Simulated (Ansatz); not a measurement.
## How basis sets differ on AlH3Se (SMILES [AlH2][SeH])

AlH3Se has 5 atoms, charge 0, and is taken as a singlet. SMILES: `[AlH2][SeH]`. The coordinates come from a PBE0-D4/def2-TZVP relaxation.

Quantity: the HOMO–LUMO gap, in eV. The values are calculated.

```csv
level,kind,program,value (eV),CPU time
HF/STO-3G,Hartree–Fock,Ansatz,14.96,0.47 s
HF/3-21G,Hartree–Fock,Ansatz,10.78,0.63 s
HF/6-31G** (spherical functions),Hartree–Fock,Ansatz,10.91,2.5 s
HF/def2-SVP,Hartree–Fock,Ansatz,11.10,1.6 s
HF/pcseg-2,Hartree–Fock,Ansatz,10.82,7.3 s
```

All-electron rows without a relativistic Hamiltonian named are non-relativistic. The values span 10.78 to 14.96 eV. A Hartree–Fock LUMO above zero doesn't converge with the basis: it sinks as sets grow more diffuse. Orbital gaps aren't excitation energies. Times are those of the runs behind each value, whatever else they computed, on shared processors of several kinds: orders of magnitude only.
